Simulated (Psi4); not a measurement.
F$_{3}$Sb, triplet (typed; the unrestricted solution is spin-contaminated), geometry from GFN2-xTB (a higher spin typed on purpose: for a closed-shell molecule this is an excited state) (all electrons, no relativity), with bond 3-1 at 3.0 times its length; HF/STO-3G run with Psi4.

Psi4 was given this input:
```
memory 2 GB

molecule {
0 3
Sb   -0.09185253    0.05664473    0.05583195
F    -1.71490896   -1.43900085   -0.07563414
F     2.52031455    5.91892088    1.81472889
F     1.45653683   -0.89272271   -0.88287786
}

set {
  basis sto-3g
  reference uhf
  scf_type pk
  stability_analysis follow
}

energy('scf')
print_variables()
```

The log (banner, timings and long lists left out):

```
   => Loading Basis Set <=

    Name: STO-3G
    Role: ORBITAL
    Keyword: BASIS

         ---------------------------------------------------------
                                   SCF
               by Justin Turney, Rob Parrish, Andy Simmonett
                          and Daniel G. A. Smith
                              UHF Reference
         ---------------------------------------------------------

  ==> Geometry <==

    Molecular point group: c1
    Full point group: C1

    Geometry (in Angstrom), charge = 0, multiplicity = 3:

       Center              X                  Y                   Z               Mass
    ------------   -----------------  -----------------  -----------------  -----------------
         SB          -0.270987708713    -0.364940414589    -0.073550713630   120.903812000000
         F           -1.894044138713    -1.860585994589    -0.205016803630    18.998403162730
         F            2.341179371287     5.497335735411     1.685346226370    18.998403162730
         F            1.277401651287    -1.314307854589    -1.012260523630    18.998403162730

  Running in c1 symmetry.

  Rotational constants: A =      0.18620  B =      0.01904  C =      0.01727 [cm^-1]
  Rotational constants: A =   5582.20649  B =    570.82472  C =    517.86857 [MHz]
  Nuclear repulsion =  288.795773532230442

  Charge       = 0
  Multiplicity = 3
  Electrons    = 78
  Nalpha       = 40
  Nbeta        = 38

  ==> Algorithm <==

  SCF Algorithm Type is PK.
  DIIS enabled.
  MOM disabled.
  Fractional occupation disabled.
  Guess Type is SAD.
  Energy threshold   = 1.00e-06
  Density threshold  = 1.00e-06
  Integral threshold = 1.00e-12

  ==> Primary Basis <==

  Basis Set: STO-3G
    Blend: STO-3G
    Number of shells: 20
    Number of basis functions: 42
    Number of Cartesian functions: 44
    Spherical Harmonics?: true
    Max angular momentum: 2

  ==> Integral Setup <==

  Using in-core PK algorithm.
   Calculation information:
      Number of atoms:                   4
      Number of AO shells:              20
      Number of primitives:             60
      Number of atomic orbitals:        44
      Number of basis functions:        42

      Integral cutoff                 1.00e-12
      Number of threads:                 1

  Performing in-core PK
  Using 816312 doubles for integral storage.
  We computed 11025 shell quartets total.
  Whereas there are 22155 unique shell quartets.

  ==> DiskJK: Disk-Based J/K Matrices <==

    J tasked:                  Yes
    K tasked:                  Yes
    wK tasked:                  No
    Schwarz Cutoff:          1E-12

  Minimum eigenvalue in the overlap matrix is 3.3992718290E-01.
  Reciprocal condition number of the overlap matrix is 1.9703110100E-01.
    Using symmetric orthogonalization.

  ==> Pre-Iterations <==

  SCF Guess: Superposition of Atomic Densities via on-the-fly atomic UHF (no occupation information).

   -------------------------
    Irrep   Nso     Nmo
   -------------------------
     A         42      42
   -------------------------
    Total      42      42
   -------------------------

  ==> Iterations <==

                        Total Energy        Delta E     RMS |[F,P]|

   @UHF iter SAD: -6541.12477978223524   -6.54112e+03   0.00000e+00
   @UHF iter   1: -6544.70132041303532   -3.57654e+00   6.88651e-03 DIIS/ADIIS
   @UHF iter   2: -6536.30953948258502    8.39178e+00   1.84165e-03 DIIS/ADIIS
   @UHF iter   3: -6544.46795832915814   -8.15842e+00   1.39516e-02 DIIS/ADIIS
   @UHF iter   4: -6544.61858142580058   -1.50623e-01   9.59949e-03 DIIS/ADIIS
   @UHF iter   5: -6544.67799768351142   -5.94163e-02   7.59182e-03 DIIS/ADIIS
   @UHF iter   6: -6544.68363896305891   -5.64128e-03   7.43226e-03 DIIS/ADIIS
   @UHF iter   7: -6544.69434479621395   -1.07058e-02   6.92443e-03 DIIS/ADIIS
   @UHF iter   8: -6544.68627088624635    8.07391e-03   7.26372e-03 DIIS/ADIIS
   @UHF iter   9: -6544.69598437882178   -9.71349e-03   6.81337e-03 DIIS/ADIIS
[...]
   @UHF iter  41: -6545.33892432320317    5.04618e-05   1.51987e-04 DIIS/ADIIS
   @UHF iter  42: -6545.33861351819996    3.10805e-04   1.56043e-04 DIIS/ADIIS
   @UHF iter  43: -6545.33880056567705   -1.87047e-04   1.49851e-04 DIIS/ADIIS
   @UHF iter  44: -6545.33933955644261   -5.38991e-04   8.85878e-05 DIIS
   @UHF iter  45: -6545.33933504017841    4.51626e-06   8.18641e-05 DIIS
   @UHF iter  46: -6545.33938348511401   -4.84449e-05   7.25665e-05 DIIS
   @UHF iter  47: -6545.33948094681091   -9.74617e-05   3.04422e-05 DIIS
   @UHF iter  48: -6545.33950310920773   -2.21624e-05   1.45501e-05 DIIS
   @UHF iter  49: -6545.33950237623958    7.32968e-07   1.85713e-05 DIIS
   @UHF iter  50: -6545.33950923229713   -6.85606e-06   2.56646e-06 DIIS
   @UHF iter  51: -6545.33950941424973   -1.81953e-07   9.07192e-07 DIIS
  Energy and wave function converged.

    Negative totally symmetric eigenvalue detected: -0.005668
    Wavefunction unstable!
    Lowest UHF->UHF stability eigenvalues:
       A -0.005668

    Rotating orbitals by 0.5 * pi / 2 radians along unstable eigenvector.
    Running SCF again with the rotated orbitals.
   @UHF iter  52: -6545.33950977261156   -6.54534e+03   2.02977e-06 DIIS
   @UHF iter  53: -6545.33950978996745   -1.73559e-08   1.09193e-06 DIIS
   @UHF iter  54: -6545.33950979685687   -6.88942e-09   7.86283e-07 DIIS
    Negative totally symmetric eigenvalue detected: -0.000007
    Wavefunction unstable!
    Lowest UHF->UHF stability eigenvalues:
       A -0.000007

    Rotating orbitals by 0.5 * pi / 2 radians along unstable eigenvector.
    There's still a negative eigenvalue. Try modifying FOLLOW_STEP_SCALE
    or increasing MAX_ATTEMPTS (not available for PK integrals).

  ==> Post-Iterations <==

   @Spin Contamination Metric:   3.397195510E-01
   @S^2 Expected:                2.000000000E+00
   @S^2 Observed:                2.339719551E+00
   @S   Expected:                1.000000000E+00
   @S   Observed:                1.000000000E+00

    Orbital Energies [Eh]
    ---------------------

    Alpha Occupied:

[...]
      40A     -0.230327

    Alpha Virtual:

[...]
    Beta Occupied:

[...]
    Beta Virtual:

[...]
      42A      0.372413

    Final Occupation by Irrep:
              A
    DOCC [    38 ]
    SOCC [     2 ]
    NA   [    40 ]
    NB   [    38 ]

  @UHF Final Energy: -6545.33950979685687

   => Energetics <=

    Nuclear Repulsion Energy =            288.7957735322304416
    One-Electron Energy =               -9627.3152858012399520
    Two-Electron Energy =                2793.1800024721519549
    Total Energy =                      -6545.3395097968568734

  UHF NO Occupations:
  HONO-2 :   38  A 1.8387170
  HONO-1 :   39  A 1.0000000
  HONO-0 :   40  A 1.0000000
  LUNO+0 :   41  A 0.1612830
  LUNO+1 :   42  A 0.0218210

Computation Completed

Properties will be evaluated at   0.000000,   0.000000,   0.000000 [a0]

Properties computed using the SCF density matrix

 Multipole Moments:

 ------------------------------------------------------------------------------------
     Multipole            Electronic (a.u.)      Nuclear  (a.u.)        Total (a.u.)
 ------------------------------------------------------------------------------------

 L = 1.  Multiply by 2.5417464519 to convert [e a0] to [Debye]
 Dipole X            :         -3.1919054            3.2134014            0.0214960
 Dipole Y            :         -4.1349480            4.3275027            0.1925547
 Dipole Z            :         -0.7929984            0.8721723            0.0791739
 Magnitude           :                                                    0.2093034

 ------------------------------------------------------------------------------------

  Variable Map:
  ----------------------------------------------------------------------------
[...]
  Array Variable Map:
  ----------------------------------------------------------------------------
[...]
[...]
```

The run did not converge; its last values are not results.
